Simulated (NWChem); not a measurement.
# Correlation energy of C₂H₅S

```
C
H 1 1.0933
C 1 1.4848 2 120.78
H 3 1.1006 1 110.71 2 32.37
H 3 1.1042 4 107.54 1 -122.41
H 3 1.1086 4 107.25 5 -114.37
S 1 1.7343 2 112.89 3 -160.86
H 7 1.3530 1 97.59 2 -172.20
```
Charge 0, spin multiplicity 2.

Everything below was run with NWChem. Structure: optimised with UPBE0/def2-SVP, a minimum by its harmonic frequencies. It is one conformer; others weren't searched.

Basis set: cc-pVDZ. Each correlation energy counts from its own Hartree-Fock reference.

The correlated methods keep 7 core orbitals frozen. The structure started from a generated list of species. The stability of the SCF solutions was not checked. Open-shell Hartree-Fock references start from PBE0 orbitals. Coupled-cluster values serve here as a point of comparison, not as the truth.

Task: One of these methods gave a correlation energy of -399.2 mHa. Which?
A. CCSD on ROHF
B. UMP2
C. CCSD[T] on UHF
D. CCSD on UHF

Result: B, UMP2. The others give -447.0 (CCSD on UHF), -460.3 (CCSD[T] on UHF), -452.1 (CCSD on ROHF).
